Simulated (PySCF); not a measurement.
HInO, singlet: computed properties

Computed with PBE0 in PySCF with In def2-TZVP with ECP28, O def2-TZVP, H def2-TZVP; scalar-relativistic core potentials, no spin–orbit coupling; density-fitted integrals.

The structure is a minimum.

Coordinates in bohr (charge 0 multiplicity 1):
```
In    0.0000    0.0000    0.3927
O     0.0000    0.0000   -3.0430
H     0.0000    0.0000    3.5364
```

| Property | Result |
| --- | --- |
| Point group | C∞v |
| Bond lengths | In–H 1.664 Å, In–O 1.818 Å |
| Bond angles | H–In–O 180.0° |
| Entropy at 298.15 K and 1 bar | 238.1 J/(mol K) |
| Highest occupied level | -7.22 eV |
| Rotational constants | 0.3374 cm⁻¹ |
| Lowest empty level | -1.41 eV |
| Dipole moment | 4.85 D |
| Principal polarisabilities | 30.2, 30.2, 51.3 bohr³ |
| Heat capacity Cp at 298.15 K | 42.5 J/(mol K) |
| Principal quadrupole moments (Buckingham, traceless) about the centre of mass | -10.32, 5.16, 5.16 D Å |
| Rotational symmetry number | 1 |
| Atomisation energy without zero-point energy | 577 kJ/mol |
| Zero-point energy | 22.4 kJ/mol |
| Enthalpy at 298.15 K above 0 K | 10.11 kJ/mol |

Harmonic modes (masses in u: In 114.904, O 15.995, H 1.008):
```csv
symmetry,ω (cm⁻¹),"IR (km/mol, summed over degenerate members)",μ (u),type
π,480,30.2,1.09,bend
σ+,835,41.4,16.62,stretch
σ+,1952,108,1.02,stretch
```

In C∞v the vibrations span π + 2σ+.

Charges (e):
```csv
atom,Mulliken,Löwdin,polar tensor,Mayer order to In1
In1,0.56,0.46,0.85,–
O2,-0.57,-0.40,-0.69,2.02
H3,0.01,-0.06,-0.16,0.91
```

Mulliken populations on In1 (electrons outside its core potential): s 3.23, p 7.07, d 10.07, f 0.07.

Outer orbital energies (eV). occupied: -21.92, -21.74, -21.74, -20.72, -11.75, -8.52, -7.22, -7.22; empty: -1.41, -1.41, -1.26, 1.48.

Counting electrons, indium keeps none of its valence electrons outside its bonds, so the VSEPR class is AX2 and the expected shape is linear; with unlike ligands the computed point group is C∞v.

Only a few start shapes were tried, so a lower isomer may exist.

The final relaxation and frequency run took 27 s on 2 threads of a shared Intel Xeon Platinum 8488C (Sapphire Rapids) host, with 87 basis functions and 9 gradients; the process peaked at 0.81 GiB. Launch command: `OMP_NUM_THREADS=2 python axn.py task.json out`.
